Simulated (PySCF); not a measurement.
All values are calculated (PySCF 2.14.0 with density-fitted response routines): shieldings: GIAO PBE0/pcSseg-1, geometry: GFN2-xTB. Non-relativistic Hamiltonian, isolated molecule, rapidly exchanging positions averaged, one conformer.

Referencing at the same level of theory: 1H and 13C vs TMS. Shifts are as computed. Against solution values, carbons near 30 ppm lie about +3 ppm off and those near 130 ppm about +5 ppm. Of 1211 compounds with measured shifts, 218 miss one by over three times the rms of a fit or turn the order of signals round; such compounds aren't used in these exercises.

Question: Order these molecules by the shift of their most shielded carbon-bound hydrogen, lowest δ first.
A. Cc1ccc(P=C=O)cc1
B. C=CC1=C[C@@H]2C(C(=C)C)=C[C@H]12
C. C=CCc1ccccc1C=C
D. C=N[SiH3]

Answer: B (1.99 ppm, hydrogen on an allylic methyl carbon), A (2.45 ppm, hydrogen on a methyl carbon on an aromatic ring), C (3.50 ppm, hydrogen on an sp3 CH2 on an aromatic ring), D (8.68 ppm, hydrogen on a C=N carbon).

Question: Order these molecules by the shift of their most deshielded carbon-bound hydrogen, lowest δ first.
A. C=CC1=C[C@@H]2C(C(=C)C)=C[C@H]12
B. C=N[SiH3]
C. Cc1ccccc1P=C=O

Answer: A (6.79 ppm, hydrogen on an alkene CH), C (7.70 ppm, hydrogen on an aromatic CH), B (8.78 ppm, hydrogen on a C=N carbon).

Question: How many 13C and 1H signals does each give (equivalence by symmetry and fast rotation, but not about amide C–N or C=N bonds)? `C=N[SiH3]`, `Cc1ccc(P=C=O)cc1`, `C=CC1=C[C@@H]2C(C(=C)C)=C[C@H]12`, `C=CCc1ccccc1C=C`, `Cc1ccccc1P=C=O`

Answer: C=N[SiH3]: 1 C, 3 H; Cc1ccc(P=C=O)cc1: 6 C, 3 H; C=CC1=C[C@@H]2C(C(=C)C)=C[C@H]12: 11 C, 10 H; C=CCc1ccccc1C=C: 11 C, 11 H; Cc1ccccc1P=C=O: 8 C, 5 H.
